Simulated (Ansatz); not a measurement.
Reaction (isomerisation): `BO[SiH](C)F` → `B[SiH](F)OC`

Calculated with Ansatz (gas phase, PBE0-D4/def2-TZVP geometries, no zero-point term in ΔE). CCSD(T)/CBS is the MP2 limit (def2-TZVPP, def2-QZVPP) plus CCSD(T) − MP2 in def2-TZVPP, frozen cores. DFT in def2-TZVPP. B3LYP here is the variant with VWN-RPA as its local correlation; programs differ in this. Each species was taken in one conformer, which may not be the lowest.

`BO[SiH](C)F`:

Z-matrix (Å, degrees):
```
Si
O 1 1.648
F 1 1.594 2 106.8
C 1 1.841 2 109.1 3 118.2
H 1 1.481 2 109.5 3 -115.9
B 2 1.349 1 132.4 3 102.9
H 4 1.093 1 110.6 2 63.5
H 4 1.092 1 110.6 2 -56.4
H 4 1.092 1 110.7 2 -176.6
H 6 1.198 2 118.1 1 -178.1
H 6 1.203 2 120.0 1 2.3
```

`B[SiH](F)OC`:

Z-matrix (Å, degrees):
```
Si
F 1 1.606
O 1 1.631 2 111.3
B 1 2.010 2 109.5 3 115.1
H 1 1.489 2 104.4 3 -117.2
C 3 1.411 1 126.0 2 -77.6
H 4 1.195 1 122.6 2 130.0
H 4 1.195 1 119.7 2 -51.4
H 6 1.091 3 108.6 1 -150.4
H 6 1.096 3 111.6 1 -30.6
H 6 1.093 3 110.3 1 90.5
```

| level | ΔE (kJ/mol) | difference from CCSD(T)/CBS |
| --- | --- | --- |
| r2SCAN-D4 | 278.8 | 2.8 |
| PBE0-D4 | 269.7 | -6.3 |
| ωB97M-V | 279.4 | 3.4 |
| PBE0 | 269.4 | -6.6 |
| B3LYP | 271.1 | -4.9 |
| HF/def2-TZVPP | 270.6 | -5.4 |
| SCS-MP2/def2-TZVPP | 277.3 | 1.3 |
| CCSD/def2-TZVPP | 273.3 | -2.7 |
| CCSD(T)/def2-TZVPP | 274.3 | -1.7 |
| HF/def2-QZVPP | 271.7 | -4.3 |
| CCSD(T)/CBS | 276.0 | 0 |

Largest T1 diagnostic among the species: 0.012.

In def2-TZVPP, CCSD(T) changes the Hartree–Fock value by +3.7 kJ/mol (the triples alone add +1.0 kJ/mol) and MP2 by +15.0 kJ/mol. From PBE to PBE0 (25 % exact exchange), in def2-TZVPP and without D4, ΔE moves by +4.6 kJ/mol.
